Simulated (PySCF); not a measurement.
A side-by-side comparison of computed properties.

First species: C5H7FO.
Cartesian coordinates in Å at the GFN2-xTB level; atoms count from 1:
```
atom  x, y, z in Å
O1     0.174    2.511    0.422
C2     0.068    1.336    0.217
C3    -1.136    0.468    0.502
C4    -0.851   -0.866   -0.184
C5     0.672   -0.991   -0.137
C6     1.155    0.433   -0.390
F7     2.386    0.678    0.167
H8    -1.194    0.350    1.587
H9    -2.056    0.950    0.174
H10   -1.346   -1.702    0.307
H11   -1.187   -0.831   -1.222
H12    1.061   -1.702   -0.863
H13    1.003   -1.295    0.858
H14    1.248    0.662   -1.460
```

Second species: C6H10N2.
Z-matrix (Å and degrees, GFN2-xTB geometry), rows numbered from 1:
```
C 
C   1  1.4894
N   2  1.3632  1  121.38
C   3  1.3028  2  106.06  1   179.99
N   4  1.3540  3  112.19  2     0.02
C   5  1.4331  4  127.43  3  -179.99
C   2  1.3727  1  129.00  3  -180.00
C   7  1.4853  2  131.61  1     0.04
H   1  1.0895  2  110.87  3  -120.01
H   1  1.0856  2  108.71  3    -0.20
H   1  1.0896  2  110.85  3   119.60
H   4  1.0721  3  124.87  2   179.97
H   6  1.0890  5  109.13  4     0.18
H   6  1.0930  5  110.63  4  -119.72
H   6  1.0929  5  110.60  4   120.05
H   8  1.0910  7  111.07  2   119.96
H   8  1.0910  7  111.08  2  -119.85
H   8  1.0860  7  109.39  2     0.06
```

Levels: PBE0/def2-SVPD for HOMO energy, LUMO energy, HOMO–LUMO gap and static isotropic polarisability; TDDFT PBE0/def2-SVPD for lowest singlet excitation; TDA PBE0/def2-SVPD for lowest triplet excitation (Tamm–Dancoff). Geometries: GFN2-xTB. Each structure is a single optimised conformer of the isolated species, non-relativistic unless stated. Electronic properties by PySCF.

Question: Which of the two has the higher LUMO energy, and by how much?

Answer: The second: 0.44 eV against -1.20 eV, a difference of 1.64 eV.

Question: Which of the two has the higher S1 energy, and by how much?

Answer: The second: 5.38 eV against 4.01 eV, a difference of 1.37 eV.

Question: Which has the higher HOMO–LUMO gap?

Answer: The second: 6.42 eV against 6.19 eV, a difference of 0.23 eV.

Question: Which has the higher static isotropic polarisability?

Answer: The second: 83.8 au against 59.1 au, a difference of 24.7 au.

Question: Which of the two has the higher T1 energy, and by how much?

Answer: The second: 4.31 eV against 3.44 eV, a difference of 0.87 eV.

Question: Which of the two has the higher HOMO energy, and by how much?

Answer: The second: -5.98 eV against -7.39 eV, a difference of 1.41 eV.

On the first: The vertical singlet–triplet gap S1 − T1 is 0.57 eV (TDDFT singlet less Tamm–Dancoff triplet; S1: HOMO→LUMO, weight 0.98; T1: HOMO→LUMO, weight 0.97). The polarisability is 8.76 Å³ as a volume (1 au = 0.148185 Å³), or 1.10 au for each of the 54 electrons.

On the second: The vertical singlet–triplet gap S1 − T1 is 1.07 eV (TDDFT singlet less Tamm–Dancoff triplet; S1: HOMO→LUMO, weight 0.98; T1: HOMO→LUMO+1, weight 0.94). S1 lies 1.04 eV below the HOMO–LUMO gap; its leading configuration is HOMO→LUMO, weight 0.98.
